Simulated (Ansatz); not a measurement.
Consider the substitution at a C–C bond: `C=CC(=C)CC` + H₂Te → `C=CC(=C)[TeH]` + ethane.

Computed with Ansatz on PBE0-D4/def2-TZVP structures; ΔE is electronic, products minus reactants. CCSD(T)/CBS adds triple-zeta CCSD(T) − MP2 to the extrapolated MP2 energy (def2 sets, frozen cores). This one scheme is used for every species. DFT in def2-TZVPP. def2 core potentials past Kr. For Te outer-core shells are correlated without core-valence functions, which leaves a few kJ/mol of doubt a bond. One conformer a species, not always the lowest.

(1) Is it downhill or uphill in electronic energy at CCSD(T)/CBS, and by how much? (Best estimate.)

(2) What do these levels give: r2SCAN-D4, PBE0-D4, ωB97X-V, r2SCAN, PBE0, HF/def2-TZVPP, MP2/def2-TZVPP, CCSD(T)/def2-TZVPP, MP2/def2-QZVPP, SCS-MP2/def2-QZVPP, MP2/CBS(def2), CCSD/CBS(def2)? (Estimate.)

Largest T1 diagnostic among the species: 0.012.

## Answers

(1) Computed: Nearly level: ΔE = -1.4 kJ/mol.

(2) Ansatz gave: r2SCAN-D4 3.3, PBE0-D4 4.2, ωB97X-V 8.2, r2SCAN 2.5, PBE0 4.0, HF/def2-TZVPP 13.4, MP2/def2-TZVPP -4.9, CCSD(T)/def2-TZVPP 3.1, MP2/def2-QZVPP -7.6, SCS-MP2/def2-QZVPP -5.0, MP2/CBS(def2) -9.3, CCSD/CBS(def2) 1.9 kJ/mol.

In def2-TZVPP, CCSD(T) changes the Hartree–Fock value by −10.3 kJ/mol (the triples alone add −3.2 kJ/mol) and MP2 by −18.2 kJ/mol. From PBE to PBE0 (25 % exact exchange), in def2-TZVPP and without D4, ΔE moves by +5.3 kJ/mol.
